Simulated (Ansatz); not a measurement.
Molecule: CH$_{5}$BO$_{3}$, net charge 0, singlet state. 
Geometry from a B3LYP-D3(BJ)/def2-TZVP (Ansatz, a first-principles code) optimisation:
SMILES: B(O)(O)OC
```xyz
10

C      1.5112    -0.2567     1.1330
O      0.8895     0.3703     0.0153
B     -0.4006     0.0815    -0.3171
O     -0.9788     0.6980    -1.3984
O     -1.1250    -0.8187     0.4185
H      0.9774    -0.0274     2.0570
H      2.5273     0.1286     1.1975
H      1.5420    -1.3404     1.0063
H     -0.3778     1.3077    -1.8373
H     -2.0185    -0.9328     0.0809
```

Basis-set convergence of Hartree-Fock and MP2 correlation energies (hartree) with Ansatz. Cores are frozen in the correlated levels unless marked. No spin-orbit coupling. No relativistic terms.

```json
[
 {"basis": "cc-pVDZ", "functions": "95", "E(HF)": "-290.23310", "E(corr, MP2)": "-0.77865"},
 {"basis": "cc-pVTZ", "functions": "220", "E(HF)": "-290.33206", "E(corr, MP2)": "-0.98664"},
 {"basis": "cc-pVQZ", "functions": "425", "E(HF)": "-290.35440", "E(corr, MP2)": "-1.06161"}
]
```

Extrapolating the two largest sets (X = 3 and 4) as X^-3: E(corr) = (64·(-1.06161) - 27·(-0.98664))/37 = -1.1163 Eh, an estimate of the basis-set limit. The largest set recovers 95.1 % of it, the smallest 69.8 %.
